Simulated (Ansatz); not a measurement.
Several settings on one geometry of the cluster Rh3⁻ (the lowest singlet isomer of a short search) (that of the charge -1 singlet, PBE-D4/def2-TZVPD). Ansatz on 4 threads of Arm Neoverse V2 on a shared host; times are rough.

Cartesian coordinates in Å:
```
Rh -1.353 0.233 -0.157
Rh 0.450 -1.266 0.323
Rh 0.903 1.033 -0.165
```

Totals from different functionals, basis sets or treatments of relativity can't be compared as stabilities.

In the def2 sets Rh takes a core potential; there is no spin–orbit coupling. Correlated methods freeze no core orbitals; core or outer-core shells of Rh are correlated, in sets that lack core-valence functions.

At PBE-D4/def2-TZVPD a quintet lies 0.60 eV below the restricted singlet of charge -1, at its own geometry.

The spins typed aren't always the lowest for that charge.

(1) Give the basis size and estimate the energy, ⟨S²⟩ and time of these runs.

```tsv
run	method	charge	state	further keys
1	RHF, mp2/def2-SVP	-1	singlet	–
2	RKS revPBE-D4/def2-mTZVP	-1	singlet	forces asked
3	UKS RPBE/def2-mTZVPP	-1	triplet	scf: {lower_state_search: off}; forces asked
```

## Answers

(1) 
```
run  functions  energy (Eh)  ⟨S²⟩  wall time
  1         93    -330.0221     –       21 s
  2         99    -331.8825     –      8.5 s
  3         99    -331.9176  2.43      4.1 s
```

The highest occupied level of an anion often lies above zero with these methods, and sets without diffuse functions describe the outer electron poorly. At RHF, mp2/def2-SVP the restricted singlet (for correlated methods, its reference) is unstable: a solution with broken spin symmetry lies lower. The restricted singlet is unstable towards broken spin symmetry at other levels; at RKS revPBE-D4/def2-mTZVP this wasn't settled. At UKS RPBE/def2-mTZVPP the charge -1 triplet is spin-contaminated (final ⟨S²⟩ up to 2.43, 2.00 for a pure state).
